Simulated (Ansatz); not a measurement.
Basis-set series for ClMnO₃ (`[O]=[Mn](=[O])(=[O])[Cl]`). Charge 0, multiplicity 1. All single points use the PBE0-D4/def2-TZVP geometry.

```tsv
functional	basis	functions	energy (Eh)	HOMO (eV)	LUMO (eV)
PBE0-D4	def2-SVP	91	-1835.71339	-9.83	-5.54
PBE0-D4	def2-QZVPP	341	-1836.36834	-9.91	-5.43
ωB97M-V	def2-SVP	91	-1836.13884	-11.93	-3.27
ωB97M-V	def2-QZVPP	341	-1836.79587	-12.08	-3.20
```

Q: Give the rows for def2-TZVPP. (An estimate is asked.)

A: Ansatz gave: 
| functional | basis | functions | energy (Eh) | HOMO (eV) | LUMO (eV) |
| --- | --- | --- | --- | --- | --- |
| PBE0-D4 | def2-TZVPP | 199 | -1836.31893 | -9.90 | -5.43 |
| ωB97M-V | def2-TZVPP | 199 | -1836.74890 | -12.06 | -3.19 |

Scalar relativity is left out up to krypton.
